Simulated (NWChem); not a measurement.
SnH2, singlet; SMILES [SnH2]

Computed with NWChem. Medium grid unless said otherwise, to which SCAN and Minnesota functionals are sensitive. Low-valent species are run as closed-shell singlets; no triplet was tried in these runs. Geometry: optimised at PBE0/def2-SVP. def2 effective core potentials on Sn; no spin-orbit coupling. Hybrids' shares of exact exchange are those that their runs print; pure functionals count as 0. The functionals differ in more than this share.

| row | share of exact exchange | orbital gap (eV) |
|---|---|---|
| PBE/def2-SVP | 0.00 | 1.87 |
| M06-L/def2-SVP | 0.00 | 2.26 |
| B3LYP/def2-SVP | 0.20 | 3.22 |
| r2SCAN0/def2-SVP | 0.25 | 3.88 |
| PW6B95/def2-SVP | 0.28 | 3.73 |
| MPW1K/def2-SVP | 0.43 | withheld |

Fit a straight line of the last column on the one before it, predict the withheld value, and compare with the run.


1. Means of the 5 shown rows: x = 0.146, y = 2.992. Slope Σ(x − x̄)(y − ȳ)/Σ(x − x̄)² = 0.4742/0.07432 = 6.381; intercept 2.060.
2. The shown rows scatter about the line by 0.175 (root mean square); the largest residual is +0.22, at r2SCAN0/def2-SVP.
3. At x = 0.43 (MPW1K/def2-SVP; beyond the shown range) the line gives 4.80.
4. The run gives 4.89, +0.09 from the line, 0.5 times the scatter.
